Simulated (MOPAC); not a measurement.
Input file for MOPAC: PM3 on silylphosphine (SMILES [SiH3]P), a point of a torsion scan.

```
PM3 1SCF PRECISE CHARGE=0 THREADS=1
H5PSi

Si    -0.83295890 1     0.04972472 1    -0.03663083 1
P      1.39842147 1    -0.13819394 1    -0.01500416 1
H     -1.46576514 1    -0.89101514 1    -0.96347254 1
H     -1.17986227 1     1.41880237 1    -0.41550361 1
H     -1.28481273 1    -0.23780104 1     1.32404594 1
H      1.60728929 1     0.59336373 1    -1.16992999 1
H      1.45397028 1    -1.34084081 1    -0.69364345 1
```

Output:

```
*******************************************************************************
 **                                                                           **
 **                              MOPAC v23.2.5                                **
 **                                                                           **
 *******************************************************************************
 ** MOPAC's Digital Object Identifier: https://doi.org/10.5281/zenodo.6511958 **
 **                                                                           **
 ** Please cite the open-source release paper for use of this MOPAC version:  **
 ** J. E. Moussa and J. J. P. Stewart (2026)                                  **
 ** MOPAC: An open-source semiempirical molecular orbital program             **
 ** J. Open Source Softw., 11(119), 8025, https://doi.org/10.21105/joss.08025 **
 *******************************************************************************

                              PM3 CALCULATION RESULTS

 *******************************************************************************
 *  PM3        - The PM3 Hamiltonian to be used
 *
 *
 *
 *                 CHARGE ON SYSTEM = 0
 *
 *
 *
 *  PRECISE    - TIGHTER CRITERIA TO BE USED
 *  1SCF       - DO 1 SCF AND THEN STOP
 *  THREADS=1  - MULTI-THREADING NOT USED
 *  T=         - A TIME OF 172800.0 SECONDS REQUESTED
 *  DUMP=N     - RESTART FILE WRITTEN EVERY 7200.0 SECONDS REQUESTED
 *******************************************************************************
PM3 1SCF PRECISE CHARGE=0 THREADS=1
 H5PSi

   ATOM   CHEMICAL          X               Y               Z
  NUMBER   SYMBOL      (ANGSTROMS)     (ANGSTROMS)     (ANGSTROMS)

     1      Si         -0.83295890  *   0.04972472  *  -0.03663083  *
     2       P          1.39842147  *  -0.13819394  *  -0.01500416  *
     3       H         -1.46576514  *  -0.89101514  *  -0.96347254  *
     4       H         -1.17986227  *   1.41880237  *  -0.41550361  *
     5       H         -1.28481273  *  -0.23780104  *   1.32404594  *
     6       H          1.60728929  *   0.59336373  *  -1.16992999  *
     7       H          1.45397028  *  -1.34084081  *  -0.69364345  *



          CARTESIAN COORDINATES

    NO.       ATOM           X           Y           Z

     1        Si         -0.8330      0.0497     -0.0366
     2         P          1.3984     -0.1382     -0.0150
     3         H         -1.4658     -0.8910     -0.9635
     4         H         -1.1799      1.4188     -0.4155
     5         H         -1.2848     -0.2378      1.3240
     6         H          1.6073      0.5934     -1.1699
     7         H          1.4540     -1.3408     -0.6936

  H: (PM3): J. J. P. STEWART, J. COMP. CHEM. 10, 209 (1989).
 Si: (PM3): J. J. P. STEWART, J. COMP. CHEM. 10, 209 (1989).
  P: (PM3): J. J. P. STEWART, J. COMP. CHEM. 10, 209 (1989).

           Empirical Formula: H5 Si P  =     7 atoms



      MOLECULAR POINT GROUP   :   C1


      RHF CALCULATION, NO. OF DOUBLY OCCUPIED LEVELS = 7


 -------------------------------------------------------------------------------
 PM3 1SCF PRECISE CHARGE=0 THREADS=1
 H5PSi



     1SCF WAS SPECIFIED, SO BFGS WAS NOT USED
     SCF FIELD WAS ACHIEVED


                              PM3 CALCULATION
                                                       MOPAC v23.2.5 Linux




          FINAL HEAT OF FORMATION =          8.58948 KCAL/MOL =      35.93837 KJ/MOL


          COSMO AREA              =        104.77 SQUARE ANGSTROMS
          COSMO VOLUME            =         92.29 CUBIC ANGSTROMS

          IONIZATION POTENTIAL    =          8.731416 EV
          HOMO LUMO ENERGIES (EV) =         -8.731 -1.028
          NO. OF FILLED LEVELS    =          7
          MOLECULAR WEIGHT        =         64.0988         POINT GROUP:  C1

          MOLECULAR DIMENSIONS (Angstroms)

            Atom       Atom       Distance
            H     6    H     5     3.90833
            H     7    H     4     3.50138
            P     2    H     3     2.51090


          SCF CALCULATIONS        =          1





   ATOM   CHEMICAL          X               Y               Z
  NUMBER   SYMBOL      (ANGSTROMS)     (ANGSTROMS)     (ANGSTROMS)

     1      Si         -0.83295890  *   0.04972472  *  -0.03663083  *
     2       P          1.39842147  *  -0.13819394  *  -0.01500416  *
     3       H         -1.46576514  *  -0.89101514  *  -0.96347254  *
     4       H         -1.17986227  *   1.41880237  *  -0.41550361  *
     5       H         -1.28481273  *  -0.23780104  *   1.32404594  *
     6       H          1.60728929  *   0.59336373  *  -1.16992999  *
     7       H          1.45397028  *  -1.34084081  *  -0.69364345  *

                             CARTESIAN COORDINATES

   1   Si       -0.832958900     0.049724720    -0.036630830
   2    P        1.398421470    -0.138193940    -0.015004160
   3    H       -1.465765140    -0.891015140    -0.963472540
   4    H       -1.179862270     1.418802370    -0.415503610
   5    H       -1.284812730    -0.237801040     1.324045940
   6    H        1.607289290     0.593363730    -1.169929990
   7    H        1.453970280    -1.340840810    -0.693643450


           Empirical Formula: H5 Si P  =     7 atoms



      MOLECULAR POINT GROUP   :   C1


                  EIGENVALUES
 -25.74968 -16.21696 -13.36955 -12.57900 -11.31442 -10.63920  -8.73142  -1.02781
   0.98218   1.21532   1.39374   2.01076   2.05197


              NET ATOMIC CHARGES AND DIPOLE CONTRIBUTIONS

  ATOM NO.   TYPE          CHARGE      No. of ELECS.   s-Pop       p-Pop
    1         Si           0.402042        3.5980     0.97390     2.62406
    2          P           0.213761        4.7862     1.72262     3.06362
    3          H          -0.138931        1.1389     1.13893
    4          H          -0.131825        1.1318     1.13183
    5          H          -0.125941        1.1259     1.12594
    6          H          -0.110228        1.1102     1.11023
    7          H          -0.108878        1.1089     1.10888
 DIPOLE           X         Y         Z       TOTAL
 POINT-CHG.     0.718     0.181     1.001     1.245
 HYBRID        -1.457    -0.391    -2.117     2.600
 SUM           -0.739    -0.209    -1.116     1.355


          ATOMIC ORBITAL ELECTRON POPULATIONS

     Atom    s        px        py        pz
    1 Si   0.97390   0.88510   0.86639   0.87257
    2  P   1.72262   1.05965   0.87399   1.12997
    3  H   1.13893
    4  H   1.13183
    5  H   1.12594
    6  H   1.11023
    7  H   1.10888

 **********************
 *                    *
 * JOB ENDED NORMALLY *
 *                    *
 **********************




 == MOPAC DONE ==
```

The run finished.

Cost: around 0.020 core-seconds (rough).
